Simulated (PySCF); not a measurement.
Bonds (- single, = double, # triple, : aromatic): O1=S2 1.424 Å, S2=O3 1.422 Å, S2-C4 1.791 Å, C4=C5 1.319 Å, C5-F6 1.320 Å, S2-C7 1.897 Å, C7-F8 1.329 Å, C7-F9 1.334 Å, C7-F10 1.321 Å. C4 carries H11; C5 carries H12. Stereochemistry as in O=S(=O)(/C=C\F)C(F)(F)F.

Geometry: GFN2-xTB; GIAO absolute shieldings from PySCF 2.14, gas phase, non-relativistic, averaged over equivalent atoms.

At BLYP/cc-pVDZ (154 basis functions, 31 s wall time on 1 thread of an Arm Neoverse V1, shared host):
| atoms | σ (ppm) |
| --- | --- |
| O1/O3 | 133.4 |
| S2 | 275.0 |
| C5 | 36.9 |
| C7 | 58.4 |
| C4 | 77.0 |
| F6 | 244.2 |
| F8/F9/F10 | 267.6 |
| H12 | 24.71 |
| H11 | 26.31 |

Task: Predict the values at PBE0/pcSseg-1 on the same geometry.

Result: 
```
    atoms  σ at PBE0/pcSseg-1  change
    O1/O3               123.2   -10.2
       S2               212.6   -62.4
       C5                16.1   -20.8
       C7                54.8    -3.6
       C4                65.6   -11.4
       F6               248.2    +4.0
F8/F9/F10               262.8    -4.8
      H12               24.28   -0.43
      H11               25.72   -0.59
```

The largest change is at S2 (sulfone sulfur). Cost: 187 basis functions, 28 s wall time on 1 thread of an Arm Neoverse V1, shared host. The order of the carbon signals is the same at both levels.
